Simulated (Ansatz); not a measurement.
`FC[CH](F)[GeH3]` → `F[CH](F)[GeH3]` + `[CH2]` (triplet)  (formal loss of a carbene)

Calculated with Ansatz (gas phase, PBE0-D4/def2-TZVP geometries, no zero-point term in ΔE). CCSD(T)/CBS is the MP2 limit (def2-TZVPP, def2-QZVPP) plus CCSD(T) − MP2 in def2-TZVPP, frozen cores. This one scheme is used for every species. Functionals use def2-TZVPP. Triplets are unrestricted, without spin–orbit coupling. For Ge outer-core shells are correlated without core-valence functions, which leaves a few kJ/mol of doubt a bond. Scalar relativity is left out up to krypton. One conformer a species, not always the lowest.

`FC[CH](F)[GeH3]`:

```xyz
11

F     2.246    0.979    0.894
C     0.961    0.950    0.387
C     0.544   -0.448    0.055
F     1.270   -0.912   -1.036
Ge   -1.393   -0.576   -0.380
H     0.938    1.581   -0.506
H     0.290    1.368    1.146
H     0.768   -1.107    0.900
H    -1.674   -1.999   -0.875
H    -2.213   -0.282    0.887
H    -1.737    0.447   -1.472
```

`F[CH](F)[GeH3]`:

Z-matrix (Å, degrees):
```
C
F 1 1.362
Ge 1 1.997 2 110.1
F 1 1.362 2 107.4 3 119.9
H 1 1.096 2 107.5 3 -124.7
H 3 1.534 1 108.2 2 179.5
H 3 1.534 1 108.2 2 -61.1
H 3 1.532 1 108.1 2 59.2
```

`[CH2]` (triplet):

Cartesian coordinates in Å:
```
C -0.152 0.000 0.230
H -0.568 0.630 -0.541
H 0.720 -0.630 0.310
```

CCSD(T)/CBS gives +101.5 kcal/mol.

Another level gave +94.9 kcal/mol. Which?
A. r2SCAN-D4/def2-TZVPP
B. ωB97X-V/def2-TZVPP
C. HF/def2-TZVPP
D. PBE/def2-TZVPP

A. r2SCAN-D4 94.9, PBE 100.1, HF/def2-TZVPP 66.0, ωB97X-V 103.4 kcal/mol.

Largest T1 diagnostic among the species: 0.012.

The D4 term adds +2.4 kcal/mol with B3LYP and +1.3 kcal/mol with PBE0; it sums over pairs of atoms, weighted by their polarisabilities, and B3LYP, whose exchange is more repulsive, gets the larger term. In def2-TZVPP, CCSD(T) changes the Hartree–Fock value by +32.4 kcal/mol (the triples alone add +2.5 kcal/mol) and MP2 by +35.3 kcal/mol. From PBE to PBE0 (25 % exact exchange), in def2-TZVPP and without D4, ΔE moves by −1.5 kcal/mol.

B3LYP here is the variant with VWN-RPA as its local correlation; programs differ in this.
